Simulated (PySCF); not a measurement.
# Bond length, frequency and bond energy of RbSb by level of theory

State: ³Σ⁻ (triplet), unpaired electrons π ↑↑. Set-up: Rb def2-SVP with ECP28, Sb def2-SVP with ECP28; scalar-relativistic core potentials (PySCF 2.14). De refers to Rb + Sb in their high-spin ground configurations, without counterpoise correction. The functionals are run spin-unrestricted. A positive dipole means Rb(−)Sb(+). Levels whose curve was spin-contaminated or gave no clean fit are not listed.

| Level | Re (Å) | ωe (cm⁻¹) | De (eV) | μ (D) | CPU s a point (SCF and correlation, without the integrals) |
| --- | --- | --- | --- | --- | --- |
| UHF | 3.586 | 100 | 0.190 | -11.23 | 0.16 |
| UHF-MP2 | 3.533 | 100 | 0.59 | n/a | 0.25 |
| UHF-CCSD | 3.535 | 103 | 0.59 | n/a | n/a |
| UHF-CCSD(T) | 3.538 | 104 | 0.63 | n/a | 17 |
| PBE | 3.509 | 104 | 1.18 | -8.26 | 0.64 |
| PBEsol | 3.467 | 108 | 1.25 | -8.46 | 0.42 |
| r²SCAN | 3.516 | 106 | 1.12 | -9.65 | 0.9 |
| TPSSh | 3.508 | 107 | 1.22 | -9.57 | 0.96 |
| PBE0 | 3.489 | 109 | 1.10 | -9.47 | 1 |
| M06-2X | 3.474 | 115 | 0.99 | -10.50 | 1.1 |
| CAM-B3LYP | 3.473 | 114 | 1.12 | -9.97 | 1 |

The bond length runs from 3.467 Å (PBEsol) to 3.586 Å (UHF). De spans 0.19 eV (UHF, mean field) to 1.25 eV (PBEsol, GGA). Correlation at CCSD(T) changes the Hartree–Fock bond energy by +0.44 eV; the triples alone change it by +0.04 eV.

Correlated steps freeze 4 core orbitals. Correlated levels converge slowly with the basis: in double zeta they bind strong bonds too weakly, by up to about 1 eV, and carry superposition errors of some tenths. Spin–orbit coupling is left out, which matters for elements this heavy, above all for dissociation energies. The state was picked by a PBE0 search and need not be the measured ground state.

The whole job (state search and all levels along the bond) took about 3.8 min on 1 thread of Arm Neoverse V1 (shared host), peak memory 0.59 GiB.
